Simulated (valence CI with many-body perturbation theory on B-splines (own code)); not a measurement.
Forbidden lines of Yb XXXVIII

Method: valence CI with perturbative core correlation (CI+MBPT): five valence electrons over a frozen Dirac-Fock core [Ar] 3d10, radial functions for each j: 9 s, 9 p, 8 d, 6 f, 3 g, 1 h, with the one-electron correlation potential Σ1 (screened to all orders), the two-electron term Σ2, the three-electron term Σ3, Breit, model QED; selected single and double excitations, second order for the rest (own B-spline code, finite nucleus).

The last digits are not significant, and no measured levels were compared; by estimate large intervals hold to a few tenths of a per cent, small ones and those within an open d or f shell to about a per cent. Among the levels kept, up to 300 cm⁻¹ of a level comes from second order outside the variational space, and about a tenth of that is noise between levels of different J, which matters for small intervals.

Lines 1 to 19 of 19 in falling wavelength, among levels below 2597500 cm⁻¹, chosen from the decays that carry over 1 % of a level's rate. Wavelengths and rates use the calculated energies. Electric multipoles are in the length gauge, E1 and E2 with the static RPA response of the core. Weak lines are less certain than strong ones. Lines between different terms over intervals too small for the method are left out, as are lines whose strength nearly cancels. Branching is blank where the lifetime is uncertain.

Levels are named by their leading jj configuration (3d3/2^4 stands for four electrons in 3d with j = 3/2), which in mixed levels can hold well under half, so a name can repeat and another be missing. Letters in brackets count levels of one name in rising energy.

```tsv
λ vac (nm)	Upper	Lower	Type	A (s⁻¹)	Branch %
80.17	(4s^2 4p1/2 4p3/2 4d5/2) J=9/2	(4s^2 4p1/2 4p3/2 4d3/2) J=7/2	M1	2.28e+04	
22.20	(4s^2 4p3/2^2 4d5/2) J=9/2	(4s^2 4p1/2 4p3/2 4d5/2) J=7/2 [b]	M1	7.46e+05	22.6
20.48	(4s^2 4p1/2 4p3/2 4d5/2) J=9/2	(4s^2 4p1/2^2 4d5/2) J=5/2	E2	1.63e+04	
19.11	(4s^2 4p1/2 4p3/2^2) J=3/2	(4s^2 4p1/2^2 4p3/2) J=3/2	M1	2.80e+06	99.4
18.85	(4s^2 4p3/2^3) J=3/2	(4s^2 4p1/2 4p3/2^2) J=1/2	M1	7.08e+05	12.5
18.33	(4s^2 4p3/2^2 4d5/2) J=9/2	(4s^2 4p1/2 4p3/2 4d5/2) J=9/2	M1	1.28e+06	38.9
18.33	(4s^2 4p3/2^2 4d5/2) J=9/2	(4s^2 4p1/2 4p3/2 4d5/2) J=9/2	E2	3.90e+04	1.2
17.73	(4s^2 4p1/2 4p3/2^2) J=5/2	(4s^2 4p1/2^2 4p3/2) J=3/2	M1	4.98e+05	87.1
17.73	(4s^2 4p1/2 4p3/2^2) J=5/2	(4s^2 4p1/2^2 4p3/2) J=3/2	E2	7.32e+04	12.8
17.20	(4s^2 4p3/2^3) J=3/2	(4s^2 4p1/2 4p3/2^2) J=5/2	M1	8.95e+05	15.9
17.20	(4s^2 4p3/2^3) J=3/2	(4s^2 4p1/2 4p3/2^2) J=5/2	E2	1.46e+05	2.6
16.95	(4s^2 4p3/2^2 4d5/2) J=9/2	(4s^2 4p1/2 4p3/2 4d5/2) J=7/2 [a]	M1	1.07e+06	32.5
16.95	(4s^2 4p3/2^2 4d5/2) J=9/2	(4s^2 4p1/2 4p3/2 4d5/2) J=7/2 [a]	E2	3.78e+04	1.1
16.42	(4s^2 4p1/2 4p3/2 4d5/2) J=9/2	(4s 4p1/2^2 4p3/2^2) J=5/2	E2	1.09e+04	
16.27	(4s^2 4p1/2 4p3/2^2) J=1/2	(4s^2 4p1/2^2 4p3/2) J=3/2	M1	1.90e+06	96.0
16.27	(4s^2 4p1/2 4p3/2^2) J=1/2	(4s^2 4p1/2^2 4p3/2) J=3/2	E2	7.89e+04	4.0
16.08	(4s^2 4p3/2^3) J=3/2	(4s^2 4p1/2 4p3/2^2) J=3/2	M1	3.83e+06	67.9
14.92	(4s^2 4p3/2^2 4d5/2) J=9/2	(4s^2 4p1/2 4p3/2 4d3/2) J=7/2	M1	6.67e+04	2.0
8.014	(4s^2 4p1/2 4p3/2 4d5/2) J=9/2	(4s^2 4p1/2 4p3/2^2) J=5/2	M2	4.42e+03
```
